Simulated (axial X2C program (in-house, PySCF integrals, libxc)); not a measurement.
# Levels of HfSe⁺ by electron attachment to HfSe²⁺ (EOM-EA-CCSD)

Computed with an in-house all-electron X2C program for linear molecules (integrals from PySCF): two-component X2C with atomic mean-field Coulomb and Gaunt terms, Gaussian nuclei, basis Hf dyall-acv3z, Se dyall-acv3z with contracted cores.

R = 2.348 Å (1.045 times 2.247 Å, the PBE0 minimum at charge 1 for the lowest determinant).

Levels of HfSe⁺ obtained by attaching an electron to HfSe²⁺:

```tsv
Ω	binding energy (eV)	above lowest (cm⁻¹)	attached spinor	one-particle weight
1/2	13.383	0	49% Hf sσ, 31% Hf dσ, 9% Se pσ	0.95
3/2	12.613	6213	96% Hf dδ	0.94
5/2	12.332	8481	97% Hf dδ	0.94
1/2	11.546	14813	52% Hf dπ, 21% Hf pπ, 14% Se pπ	0.95
3/2	11.221	17440	48% Hf dπ, 22% Se pπ, 20% Hf pπ	0.95
1/2	10.794	20881	41% Hf pσ, 33% Hf dσ, 8% Se pσ	0.95
1/2	8.737	37472	52% Hf pπ, 15% Se dπ, 12% Se pπ	0.95
3/2	8.416	40063	54% Hf pπ, 14% Se dπ, 13% Se pπ	0.95
```

Task: Take the first Ω = 1/2 and Ω = 3/2 rows of π character: how far apart are they, and which lies lower?

Result: E(3/2) − E(1/2) = 17440 − 14813 = 2627 cm⁻¹ at EOM-EA-CCSD: regular, Ω = 1/2 lower. Splittings at this level can be off by ten to twenty per cent.

This point took 33 s on 1 thread of Intel(R) Xeon(R) 6975P-C (Granite Rapids) (shared host).

Reference electrons by ω block (each with its −ω partner): 1/2: 31, 3/2: 15, 5/2: 5, 7/2: 1. 16 electrons of HfSe²⁺ correlated (inner shells frozen), 88 natural virtual spinors (a truncated set); levels can be off by some tenths of an eV. Roots sought by Ω: (1/2: 5, 3/2: 4, 5/2: 2, 7/2: 1); rows need 60 % one-particle weight and stop where some Ω has no more roots. Missing are any skipped roots, higher Ω and states of a further excitation; these come out far too high here and may in truth be low or lowest. T1 of the reference 0.034 (Lee–Taylor). The reference was not checked to be the lowest state of its species. Number of frozen shells: Hf 4 s, 3 p, 2 d, 1 f; Se 3 s, 2 p, 1 d. Large amplitudes in the reference (orbital relaxation or multireference character) lower the reliability.
